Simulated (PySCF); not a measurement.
## Basis and Hamiltonian dependence of the excitation energy of B⁺

B⁺ [He] 2s2 (1S) → B⁺ [He] 2s1 2p1 (3P). All values are computed (PySCF 2.14, energy differences of UHF-based or UKS calculations, no spin-orbit coupling). Values in eV.

```tsv
basis	Hamiltonian	functions	UHF	PBE	PBE0	MP2 (valence)	CCSD(T) (valence)	CCSD(T) (valence and next inner shell)
x2c-TZVPPall	spin-free X2C	31	3.143	3.973	3.937	4.028	4.633	4.615
def2-TZVPPD	non-relativistic	37	3.136	3.966	3.930	4.022	4.627	4.608
dyall-av2z	non-relativistic	42	3.133	3.967	3.930	4.021	4.661	n/a
aug-cc-pVTZ-DK	spin-free X2C	46	3.156	3.990	3.952	4.052	4.651	n/a
x2c-QZVPPall	spin-free X2C	57	3.138	3.976	3.938	4.072	4.650	4.620
aug-cc-pCVTZ-DK	spin-free X2C	59	3.153	3.993	3.955	4.066	4.658	4.650
aug-cc-pwCVTZ	non-relativistic	59	3.143	3.984	3.946	4.065	4.654	4.628
aug-cc-pVTZ with one added diffuse shell each of s, p, d, f type	non-relativistic	62	3.149	3.984	3.946	4.046	4.645	n/a
x2c-QZVPPall with one added diffuse shell each of s, p, d, f type	spin-free X2C	73	3.138	3.976	3.938	4.072	4.651	4.620
dyall-acv3z	spin-free X2C	76	3.138	3.977	3.939	4.074	4.661	4.657
aug-cc-pCVQZ-DK	spin-free X2C	109	3.140	3.976	3.939	4.089	n/a	n/a
aug-cc-pwCVQZ	non-relativistic	109	3.133	3.970	3.932	4.084	n/a	n/a
aug-cc-pV5Z	non-relativistic	127	3.130	3.967	3.930	4.089	n/a	n/a
```

Task: Estimate the row for aug-cc-pCVTZ-DK with one added diffuse shell each of s, p, d, f type (spin-free X2C, 75 functions).

Result: From the rows with the same Hamiltonian and similar size; the calculation gives UHF 3.15; PBE 3.99; PBE0 3.96; MP2 (valence) 4.07; CCSD(T) (valence) 4.66; CCSD(T) (valence and next inner shell) 4.65 (eV).

Frozen in the all-electron rows: valence: 1s2; valence and next inner shell: nothing.

Reference for a calculation without spin-orbit coupling: 4.631 eV (measured, between term centres; NIST).
